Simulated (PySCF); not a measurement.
Isomers of C7H9FOSi, from PBE0-D3(BJ)/def2-SVP geometry optimisation, gas phase in PySCF 2.14.0. One conformer each, no zero-point energy, no frequencies.

Question: Which isomer lies lowest at this level?
A. `[CH3:1][c:2]1[cH:3][cH:4][cH:5][c:6]([O:7][SiH3:8])[c:9]1[F:10]` with C5–C6–O7–Si8 175°: A = 2019, B = 865.2, C = 612.6 MHz, dipole 0.95 D
B. `[F:1][CH2:2][c:3]1[cH:4][cH:5][c:6]([O:7][SiH3:8])[cH:9][cH:10]1` with F1–C2–C3–C4 1°, C5–C6–O7–Si8 0°: A = 3433, B = 504.7, C = 443.6 MHz, dipole 0.93 D
C. `[F:1][CH2:2][SiH2:3][O:4][c:5]1[cH:6][cH:7][cH:8][cH:9][cH:10]1` with F1–C2–Si3–O4 180°, C2–Si3–O4–C5 180°, Si3–O4–C5–C6 180°: A = 4309, B = 458.6, C = 417.7 MHz, dipole 1.10 D

Answer: A. That is `c1ccc(c(F)c1C)O[SiH3]`, 5.2 kcal/mol below the next.

| SMILES | mapped SMILES | E (Eh) | relative (kcal/mol) | relative (kJ/mol) | dipole (D) |
| --- | --- | --- | --- | --- | --- |
| Cc1cccc(O[SiH3])c1F | [CH3:1][c:2]1[cH:3][cH:4][cH:5][c:6]([O:7][SiH3:8])[c:9]1[F:10] | -735.72482 | 0.0 | 0.0 | 0.95 |
| FCc1ccc(O[SiH3])cc1 | [F:1][CH2:2][c:3]1[cH:4][cH:5][c:6]([O:7][SiH3:8])[cH:9][cH:10]1 | -735.71659 | 5.2 | 21.6 | 0.93 |
| FC[SiH2]Oc1ccccc1 | [F:1][CH2:2][SiH2:3][O:4][c:5]1[cH:6][cH:7][cH:8][cH:9][cH:10]1 | -735.71589 | 5.6 | 23.4 | 1.10 |

As drawn, the highest has an Si–C bond, which the lowest lacks.
